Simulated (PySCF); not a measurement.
Computed shifts of a molecule C₄H₆Ge, B3LYP/pcSseg-1 run with PySCF, GIAO, gas phase, equivalent atoms averaged, in ppm (number of nuclei): ¹³C: 150.4 (1), 138.1 (1), 93.4 (1), 87.5 (1). ¹H: 6.71 (1), 6.39 (1), 4.59 (3), 3.70 (1). References: ¹³C against TMS (σ = 181.3 ppm); ⁷³Ge against GeH4 (σ = 1631.8 ppm); ¹H against TMS (σ = 31.68 ppm), references at their B3LYP-D3(BJ)/def2-TZVP geometries, non-relativistic. Coordinates come from a B3LYP-D3(BJ)/def2-SVP optimisation. One conformer was computed; it need not be the lowest.

Q: Which structure fits?
A. C#C[C](=C)[GeH3]
B. C1=[CH][GeH2][CH]=C1
C. C#C/C=[CH]/[GeH3]

A: A, C#C[C](=C)[GeH3]
